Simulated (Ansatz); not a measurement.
`[SiH3][AsH][SiH3]`, 10 atoms. The species carries charge 0 and has multiplicity 1. Correlated methods include outer-core shells of As, which these sets cover unevenly. Scalar relativity is left out up to krypton. All runs use 4 threads of an Arm Neoverse V2 on a shared host. Correlated methods freeze the cores.

Q: How many basis functions does each run have, and how long does it take in Ansatz? RKS ωB97M-V/def2-QZVPP energy; RKS PBE0-D4/def2-TZVP relaxation (6 steps); RKS CAM-B3LYP-D4/def2-TZVPP energy; RKS PBE0-D4/def2-SVP energy; RKS ωB97M-V/def2-SVP energy; RKS BHLYP-D4/def2-TZVPP energy; RKS PBE0-D4/def2-QZVPP energy; RKS PBE0-D4/def2-TZVP frequencies; RKS B2PLYP (frozen core)/def2-TZVPP energy; RHF-MP2/def2-QZVPP energy; RKS ωB97M-V/def2-TZVPP energy and forces; direct RPA on PBE orbitals/def2-TZVPP energy. (Estimate.)

A: Computed: Other jobs shared the machine, so times are rough.

```csv
level,job,functions,wall time,peak host memory (GiB)
RKS PBE0-D4/def2-SVP,energy,103,1 s,0.21
RKS BHLYP-D4/def2-TZVPP,energy,230,2.5 s,0.64
RKS CAM-B3LYP-D4/def2-TZVPP,energy,230,2.8 s,0.7
direct RPA on PBE orbitals/def2-TZVPP,energy,230,3.7 s,0.48
RKS B2PLYP (frozen core)/def2-TZVPP,energy,230,3.7 s,0.57
RKS ωB97M-V/def2-SVP,energy,103,3.7 s,0.33
RKS PBE0-D4/def2-QZVPP,energy,439,7.5 s,1.7
RKS ωB97M-V/def2-TZVPP,energy and forces,230,9 s,0.86
RHF-MP2/def2-QZVPP,energy,439,17 s,2.4
RKS PBE0-D4/def2-TZVP,relaxation (6 steps),164,17 s,0.44
RKS ωB97M-V/def2-QZVPP,energy,439,18 s,2
RKS PBE0-D4/def2-TZVP,frequencies,164,110 s,0.44
```
